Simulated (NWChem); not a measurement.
System: SiNH3OClF; SMILES N[Si@@](O)(F)Cl

The following NWChem deck was run.

```
start job
memory heap 200 mb stack 900 mb global 1100 mb
geometry units angstroms noautoz
  N     -1.004685    -1.185671     1.000112
  Si     0.038206    -0.315603    -0.023418
  O      1.612328    -0.606507     0.326737
  F     -0.346886    -0.778771    -1.520055
  Cl    -0.140372     1.724361     0.012203
  H     -0.950606    -1.062828     2.004947
  H     -1.958842    -1.356475     0.701590
  H      1.839236    -1.534452     0.447169
end
basis spherical
  * library def2-svp
end
dft
  xc hfexch
  iterations 150
end
tddft
  nroots 6
end
task tddft energy
```

NWChem printed, in part:

```
             Northwest Computational Chemistry Package (NWChem) 7.3.0
             --------------------------------------------------------

 C1  symmetry detected

                             Geometry "geometry" -> ""
                             -------------------------

 Output coordinates in angstroms (scale by  1.889725989 to convert to a.u.)

  No.       Tag          Charge          X              Y              Z
 ---- ---------------- ---------- -------------- -------------- --------------
    1 N                    7.0000    -0.47976797     1.17474635    -1.36642700
    2 Si                  14.0000     0.02856246     0.32990521     0.01924874
    3 O                    8.0000     1.59215340     0.65422089     0.38680344
    4 F                    9.0000    -0.97903416     0.78795880     1.19299432
    5 Cl                  17.0000    -0.07862403    -1.71353855    -0.06712670
    6 H                    1.0000     0.00925059     1.05084027    -2.24575427
    7 H                    1.0000    -1.47161457     1.32540952    -1.51557760
    8 H                    1.0000     1.83155400     1.58661182     0.36661610

 Effective nuclear repulsion energy (a.u.)     316.4094819777

  xc_inp: hfexch multiplicative factor not found.

                                 NWChem DFT Module
                                 -----------------

 Summary of "ao basis" -> "ao basis" (spherical)
 ------------------------------------------------------------------------------
       Tag                 Description            Shells   Functions and Types
 ---------------- ------------------------------  ------  ---------------------
 N                          def2-svp                 6       14   3s2p1d
 Si                         def2-svp                 8       18   4s3p1d
 O                          def2-svp                 6       14   3s2p1d
 F                          def2-svp                 6       14   3s2p1d
 Cl                         def2-svp                 8       18   4s3p1d
 H                          def2-svp                 3        5   2s1p

            General Information
            -------------------
          SCF calculation type: DFT
          Wavefunction type:  closed shell.
          No. of atoms     :     8
          No. of electrons :    58
           Alpha electrons :    29
            Beta electrons :    29
          Charge           :     0
          Spin multiplicity:     1
          Use of symmetry is: off; symmetry adaption is: off
          Maximum number of iterations: 150
          AO basis - number of functions:    93
                     number of shells:    43
          Convergence on energy requested:  1.00D-06
          Convergence on density requested:  1.00D-05
          Convergence on gradient requested:  5.00D-04

              XC Information
              --------------
                     Hartree-Fock (Exact) Exchange  1.000

      Superposition of Atomic Density Guess
      -------------------------------------

 Sum of atomic energies:        -977.78774738

      Non-variational initial energy
      ------------------------------

 Total energy =    -979.342479
 1-e energy   =   -1982.839547
 2-e energy   =     687.087585
 HOMO         =      -0.364763
 LUMO         =       0.049740

   convergence    iter        energy       DeltaE   RMS-Dens  Diis-err
 ---------------- ----- ----------------- --------- --------- ---------
 d= 0,ls=0.0,diis     1   -978.6286924206 -1.30D+03  7.59D-03  8.19D-01
 d= 0,ls=0.0,diis     2   -978.6985061459 -6.98D-02  2.54D-03  2.11D-01
 d= 0,ls=0.0,diis     3   -978.7176856350 -1.92D-02  5.81D-04  4.32D-03
 d= 0,ls=0.0,diis     4   -978.7183155271 -6.30D-04  1.60D-04  2.50D-04
 d= 0,ls=0.0,diis     5   -978.7183553744 -3.98D-05  3.91D-05  2.15D-05
  Resetting Diis
 d= 0,ls=0.0,diis     6   -978.7183587685 -3.39D-06  1.52D-05  1.37D-06
 d= 0,ls=0.0,diis     7   -978.7183591201 -3.52D-07  4.73D-06  1.37D-07

         Total DFT energy =     -978.718359120137
      One electron energy =    -1985.611854684333
           Coulomb energy =      764.620845616383
    Exchange-Corr. energy =      -74.136832029935
 Nuclear repulsion energy =      316.409481977748

 Numeric. integr. density =        0.000000000000

                       DFT Final Molecular Orbital Analysis
                       ------------------------------------

[...]

                                NWChem TDDFT Module
                                -------------------

            General Information
            -------------------
           No. of orbitals :     186
            Alpha orbitals :      93
             Beta orbitals :      93
        Alpha frozen cores :       0
         Beta frozen cores :       0
     Alpha frozen virtuals :       0
      Beta frozen virtuals :       0
         Spin multiplicity :       1
    Number of AO functions :      93
        Use of symmetry is : off
      Symmetry adaption is : off
         Schwarz screening :  0.10D-07

              XC Information
              --------------
              Hartree-Fock (Exact) Exchange   1.00

             TDDFT Information
             -----------------
          Calculation type : TDHF
         Wavefunction type : Restricted singlets & triplets
          No. of electrons :      58
           Alpha electrons :      29
            Beta electrons :      29
              No. of roots :       6
          Max subspacesize :    5200
            Max iterations :     100
               Target root :       1
           Target symmetry : none
      Symmetry restriction : off
                 Algorithm : Optimal
        Davidson threshold :  0.10D-03

    6 smallest eigenvalue differences (eV)
--------------------------------------------------------
  No. Spin  Occ  Vir  Irrep   E(Occ)    E(Vir)   E(Diff)
--------------------------------------------------------
    1    1   29   30 a        -0.436     0.150    15.944
    2    1   28   30 a        -0.467     0.150    16.794
    3    1   29   31 a        -0.436     0.192    17.076
    4    1   27   30 a        -0.482     0.150    17.185
    5    1   28   31 a        -0.467     0.192    17.926
    6    1   29   32 a        -0.436     0.234    18.231
--------------------------------------------------------

  Entering Davidson iterations
  Restricted singlet excited states

  Iter   NTrls   NConv    DeltaV     DeltaE      Time
  ----  ------  ------  ---------  ---------  ---------
    1      6       0     0.12E+00   0.10+100       11.3
    2     18       0     0.74E-01   0.47E-01       12.0
    3     30       0     0.99E-01   0.23E-01        9.6
    4     42       0     0.58E-01   0.29E-01       11.2
    5     54       0     0.20E-01   0.31E-02       12.9
    6     66       0     0.11E-01   0.54E-03       10.5
    7     78       1     0.51E-02   0.99E-04       11.4
    8     88       1     0.19E-02   0.19E-04       15.7
    9     97       2     0.59E-03   0.20E-05       17.2
   10    104       4     0.18E-03   0.17E-06       14.5
   11    108       6     0.75E-04   0.15E-07       14.4
  ----  ------  ------  ---------  ---------  ---------
  Convergence criterion met

  Ground state a        -978.718359120137 a.u.

  ----------------------------------------------------------------------------
  Root   1 singlet a              0.324364735 a.u.                8.8264 eV
  ----------------------------------------------------------------------------
     Transition Moments    X  0.11435   Y  0.45055   Z  0.05432
     Dipole Oscillator Strength                    0.0473623654
     Electric Quadrupole                           0.0000002334
     Magnetic Dipole                               0.0000026146
     Total Oscillator Strength                     0.0473652134

     Occ.   24  a   ---  Virt.   30  a   -0.07012 X
     Occ.   24  a   ---  Virt.   31  a   -0.06912 X
     Occ.   25  a   ---  Virt.   30  a   -0.10134 X
     Occ.   27  a   ---  Virt.   30  a    0.30789 X
     Occ.   27  a   ---  Virt.   31  a    0.17848 X
     Occ.   27  a   ---  Virt.   34  a    0.06396 X
     Occ.   29  a   ---  Virt.   30  a   -0.82423 X
     Occ.   29  a   ---  Virt.   31  a   -0.38328 X
     Occ.   29  a   ---  Virt.   48  a   -0.05842 X
  ----------------------------------------------------------------------------
  Root   2 singlet a              0.371706648 a.u.               10.1147 eV
  ----------------------------------------------------------------------------
     Transition Moments    X -0.08373   Y -0.03562   Z  0.06301
     Dipole Oscillator Strength                    0.0030355691
     Electric Quadrupole                           0.0000000454
     Magnetic Dipole                               0.0000002886
     Total Oscillator Strength                     0.0030359031

     Occ.   24  a   ---  Virt.   32  a    0.10840 X
     Occ.   25  a   ---  Virt.   32  a    0.10265 X
     Occ.   27  a   ---  Virt.   32  a   -0.37292 X
     Occ.   27  a   ---  Virt.   33  a   -0.09295 X
     Occ.   27  a   ---  Virt.   47  a    0.05596 X
     Occ.   29  a   ---  Virt.   32  a    0.86822 X
     Occ.   29  a   ---  Virt.   33  a    0.17548 X
     Occ.   29  a   ---  Virt.   39  a    0.07102 X
     Occ.   29  a   ---  Virt.   47  a   -0.10769 X
  ----------------------------------------------------------------------------
  Root   3 singlet a              0.385224991 a.u.               10.4825 eV
  ----------------------------------------------------------------------------
     Transition Moments    X -0.01368   Y -0.06025   Z -0.21014
     Dipole Oscillator Strength                    0.0123207992
     Electric Quadrupole                           0.0000004504
     Magnetic Dipole                               0.0000026810
     Total Oscillator Strength                     0.0123239305

[...]
```

Level: Hartree-Fock/def2-SVP, TDHF. Geometry: optimised at PBE0/def2-SVP.
